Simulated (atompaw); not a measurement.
**Cutoff test, cerium (Ce), PAW (atompaw)**

- Element: Ce
- Generator: atompaw 4.2.0.5
- Type: PAW
- Functional: PBE
- Relativity: scalar-relativistic
- Frozen core: [Kr]
- Valence charge: 22
- Reference configuration: 4d10 4f1 5s2 5p6 5d1 6s1 6p0 (charge +1)
- Partial waves: 5s (bound): rc 1.75 bohr; 6s (bound): rc 2.75 bohr; 5p (bound): rc 2.75 bohr; 6p (bound, empty): rc 2.75 bohr; 4d (bound): rc 1.00 bohr; 5d (bound): rc 1.05 bohr; 4f (bound): rc 1.30 bohr; 4f channel at 1.9 Ry: rc 1.30 bohr
- Local potential: troulliermartins scheme with l = 4 at 0.5 Ry, radius 2.70 bohr
- Core correction: smooth core density matched at 2.50 bohr
- Augmentation charge: sinc compensation charge, radius 2.55 bohr; PAW radius 2.75 bohr; waves and projectors: custom polynom vanderbiltortho

The pseudo-atom Hamiltonian at the reference potential is diagonalised in spherical Bessel functions j_l(qr) that vanish at 20 bohr, with q² up to the cutoff. All-electron valence levels (Ry): 5s -3.4173, 6s -0.6240, 5p -2.1399, 6p -0.4011, 4d -8.5557, 5d -0.6294, 4f -0.8294.

Question: How do the lowest levels (Ry) of each channel move with the cutoff, and are there ghosts?

Answer:

| cutoff (Ry) | s #1 | s #2 | s #3 | p #1 | p #2 | d #1 | d #2 | f #1 | Σ f·Δε (mRy) |
| --- | --- | --- | --- | --- | --- | --- | --- | --- | --- |
| 8 | -3.3769 | -0.6238 | -0.2003 | -2.1335 | -0.4000 | -1.1116 | -0.2041 | -0.0909 | 75724.5 |
| 21 | -3.4165 | -0.6240 | -0.2003 | -2.1398 | -0.4011 | -2.6284 | -0.2884 | -0.0946 | 60351.2 |
| 50 | -3.4172 | -0.6240 | -0.2003 | -2.1399 | -0.4011 | -7.7343 | -0.5805 | -0.7395 | 8353.3 |
| 90 | -3.4173 | -0.6240 | -0.2003 | -2.1399 | -0.4011 | -8.5450 | -0.6285 | -0.8246 | 113.3 |
| 180 | -3.4173 | -0.6240 | -0.2003 | -2.1399 | -0.4011 | -8.5552 | -0.6293 | -0.8293 | 4.9 |
| 350 | -3.4173 | -0.6240 | -0.2003 | -2.1399 | -0.4011 | -8.5557 | -0.6294 | -0.8294 | 0.2 |
| 400 | -3.4173 | -0.6240 | -0.2003 | -2.1399 | -0.4011 | -8.5557 | -0.6294 | -0.8294 | 0.0 |

Result: no extra level below or beside the all-electron valence levels (s, p, d, f tested); 10 mRy is reached at 180 Ry and 1 mRy at 260 Ry.
